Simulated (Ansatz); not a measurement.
Several settings on one geometry of the cluster Mg₃N₂⁻ (that of the charge -1 doublet, B3LYP-D4/def2-SVPD). Ansatz on 4 threads of Arm Neoverse V1 on a shared host; times are rough.

```xyz
5

Mg   -2.679    0.482    0.349
Mg    2.219    1.376   -1.595
Mg   -0.005   -2.187    1.611
N     0.631   -0.225   -0.001
N    -0.167    0.554   -0.364
```

Totals from different functionals, basis sets or treatments of relativity can't be compared as stabilities.

DK, ANO-RCC and x2c sets are all-electron and run with scalar relativity unless a key says otherwise.

The spins typed aren't always the lowest for that charge.

(1) Give the basis size and estimate the energy, ⟨S²⟩ and time of these runs.

```tsv
run	method	charge	state	further keys
1	RKS PBE0-D3(BJ)/def2-TZVPP	0	singlet	scf: {omitted_lower_state_checks: [starts]}; forces asked
2	UKS PBE0/cc-pVTZ-DK	-1	doublet	scf: {lower_state_search: light}
3	UKS revPBE0/def2-mTZVPP	-1	doublet	forces asked
4	UKS PBE0/cc-pVTZ-DK	-1	doublet	scf: {lower_state_search: off}; forces asked
```

Results:

(1) 
```json
{"run": "1", "functions": "158", "energy (Eh)": "-709.2997", "⟨S²⟩": "–", "wall time": "3.2 s"}
{"run": "2", "functions": "162", "energy (Eh)": "-710.3488", "⟨S²⟩": "0.76", "wall time": "9.5 s"}
{"run": "3", "functions": "90", "energy (Eh)": "-709.5770", "⟨S²⟩": "0.75", "wall time": "2.9 s"}
{"run": "4", "functions": "162", "energy (Eh)": "-710.3488", "⟨S²⟩": "0.76", "wall time": "4.3 s"}
```

The highest occupied level of an anion often lies above zero with these methods, and sets without diffuse functions describe the outer electron poorly.
